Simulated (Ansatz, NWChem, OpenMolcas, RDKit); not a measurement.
## A ladder of methods for KI (Potassium Iodide)

KI: 2 atoms, total charge 0, spin state singlet. SMILES: `[K][I]`. The bond length is the measured one.

```xyz
2

K     0.0000    0.0000    0.0000
I     0.0000    0.0000    3.0478
```

Each level gives the HOMO–LUMO gap (eV). The values are calculated.

```tsv
level	kind	program	value (eV)	CPU time
extended Hückel	semi-empirical	RDKit	8.82	under 2 s
HF/def2-TZVPPD (core potential)	Hartree–Fock	Ansatz	7.37	3 s
SVWN5/def2-TZVPPD (core potential)	LDA	NWChem	2.69	17 s
PBE/def2-TZVPPD (core potential)	GGA	OpenMolcas	2.49	16 s
TPSS/def2-TZVPPD (core potential)	meta-GGA	NWChem	2.65	22 s
PBE0/def2-TZVPPD (core potential)	global hybrid	OpenMolcas	4.00	16 s
r2SCAN0/def2-TZVPPD (core potential)	hybrid meta-GGA	Ansatz	4.58	17 s
HSE06/def2-TZVPPD (core potential)	range-separated hybrid	Ansatz	3.33	9.2 s
PBE-QIDH/def2-TZVPPD (core potential)	double hybrid	Ansatz	6.31	12 s
```

The values span 2.49 to 8.82 eV. Orbital gaps aren't excitation energies, and those of double hybrids come from the SCF part alone; they tend to grow with the share of exact exchange. CPU times are rough (shared hosts, several kinds of processor): they show what a rung costs within a factor of a few.
